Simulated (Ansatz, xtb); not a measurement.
Isomers of CH4ISi in order of energy

4 gas-phase structures of CH4ISi, found in a search over its isomers (lower ones may exist). Each was relaxed with GFN2-xTB:

A. `C[SiH]I`, a doublet
B. `[SiH3][CH]I`, a doublet
C. `[CH2][SiH2]I`, a doublet
D. `[SiH2]CI`, a doublet

Problem. Make a reasoned guess at their ranking by r2SCAN-D4/def2-SVP//GFN2-xTB single-point energy.

Solution. Calculated order at r2SCAN-D4/def2-SVP//GFN2-xTB: A (0.0), C (14.3), D (37.5), B (42.8) kcal/mol.

Energies above the lowest of each column, in kcal/mol; the last columns are at r2SCAN-D4/def2-SVP geometries and were run for some of them only (a dash: not run or not comparable):

```json
{"structure": "A", "GFN2-xTB": "0.0", "HF/STO-3G": "0.0", "r2SCAN-D4/def2-SVP//GFN2-xTB": "0.0", "r2SCAN-D4/def2-SVP": "0.0", "CCSD(T)/def2-SVP + ΔMP2/def2-TZVPP": "0.0"}
{"structure": "C", "GFN2-xTB": "15.3", "HF/STO-3G": "8.8", "r2SCAN-D4/def2-SVP//GFN2-xTB": "14.3", "r2SCAN-D4/def2-SVP": "13.9", "CCSD(T)/def2-SVP + ΔMP2/def2-TZVPP": "13.1"}
{"structure": "D", "GFN2-xTB": "34.9", "HF/STO-3G": "41.0", "r2SCAN-D4/def2-SVP//GFN2-xTB": "37.5", "r2SCAN-D4/def2-SVP": "37.1", "CCSD(T)/def2-SVP + ΔMP2/def2-TZVPP": "34.5"}
{"structure": "B", "GFN2-xTB": "40.5", "HF/STO-3G": "35.6", "r2SCAN-D4/def2-SVP//GFN2-xTB": "42.8", "r2SCAN-D4/def2-SVP": "–", "CCSD(T)/def2-SVP + ΔMP2/def2-TZVPP": "–"}
```

Every level run on A puts it lowest or level with the lowest. Flexible structures stand in one conformer each, not always the lowest. Frequencies (r2SCAN-D4/def2-SVP) were run for A, C, D alone. Open shells are spin-unrestricted. Atoms past krypton carry core potentials in the def2 sets, without spin–orbit terms. ΔMP2 is the change of the MP2 energy from the smaller to the larger basis.

Over these structures GFN2-xTB departs from r2SCAN-D4/def2-SVP//GFN2-xTB by 1.4 kcal/mol on average once a common shift is removed. A GFN2-xTB relaxation took about 0.035 s and the r2SCAN-D4/def2-SVP//GFN2-xTB energy about 1.2 s on a shared host (Ansatz 0.2.0, xtb 6.7.1).
